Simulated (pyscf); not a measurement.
# H₃Si–O–SiH₂–PH₂ (SMILES [SiH3]O[SiH2]P), singlet

Gas-phase minimum from PySCF at ωB97X-D3(BJ)/def2-SVP, one conformer. 

```xyz
11

Si    -1.7910    -0.4702    -0.4953
O     -1.4499    -0.3570     1.1288
Si    -0.1349    -0.5626     2.1215
P      1.7269    -0.2767     0.8858
H     -0.9161     0.4629    -1.2634
H     -1.5602    -1.8611    -0.9808
H     -3.2160    -0.0987    -0.6977
H     -0.0979    -1.9522     2.6609
H     -0.2458     0.3989     3.2507
H      1.7056     1.1449     0.9655
H      2.5947    -0.4418     2.0041
```

Bonded distances (Å): Si1–O2 1.663, Si1–H5 1.492, Si1–H6 1.491, Si1–H7 1.486, O2–Si3 1.660, Si3–P4 2.253, Si3–H8 1.491, Si3–H9 1.487, P4–H10 1.424, P4–H11 1.425. Angles (°): O2–Si1–H5 109.9, O2–Si1–H6 110.5, O2–Si1–H7 108.2, H5–Si1–H6 109.0, H5–Si1–H7 109.6, H6–Si1–H7 109.7, Si1–O2–Si3 137.5, O2–Si3–P4 108.1, O2–Si3–H8 110.6, O2–Si3–H9 108.4, P4–Si3–H8 107.2, P4–Si3–H9 113.3, H8–Si3–H9 109.2, Si3–P4–H10 94.8 (the first ones only).

Properties at ωB97X-D3(BJ)/def2-SVP:

```yaml
harmonic_wavenumbers_unscaled: 41, 58, 87, 143, 223, 462, 475, 633, 664, 717, 745, 749, 776, 897, 966, 967, 973, 1018, 1094, 1106, 2254, 2255, 2263, 2272, 2287, 2446, 2459 cm⁻¹
zero_point_energy: 41.5 kcal/mol
rotational_symmetry_number: 1
Entropy of this conformer at 298 K and 1 atm, rigid rotor and harmonic oscillator, modes under 100 cm⁻¹ raised to 100: 362.0 J/(mol K)
dipole_moment: 0.65 D
```

Single-point totals, which compare only within one level (frozen core for MP2 and CC):

```json
[
 {"level": "ωB97X-D3(BJ)/def2-TZVP", "total energy (hartree)": "-1000.00750"},
 {"level": "PBE/def2-TZVP", "total energy (hartree)": "-999.35495"},
 {"level": "r²SCAN/def2-TZVP", "total energy (hartree)": "-999.79370"},
 {"level": "B3LYP-D3(BJ)/def2-TZVP", "total energy (hartree)": "-1000.00071"},
 {"level": "PBE0-D3(BJ)/def2-TZVP", "total energy (hartree)": "-999.45925"},
 {"level": "M06-2X/def2-TZVP", "total energy (hartree)": "-999.81457"},
 {"level": "ωB97M-D3(BJ)/def2-TZVP", "total energy (hartree)": "-1000.05683"},
 {"level": "HF/def2-TZVPP", "total energy (hartree)": "-997.70285"},
 {"level": "MP2/def2-TZVPP", "total energy (hartree)": "-998.34679"},
 {"level": "CCSD/def2-TZVPP", "total energy (hartree)": "-998.40709"},
 {"level": "CCSD(T)/def2-TZVPP", "total energy (hartree)": "-998.43284"}
]
```

The lowest mode is so soft that the shape along it may change with the basis. Soft torsions are taken as harmonic, which can shift the entropy by several J/(mol K).
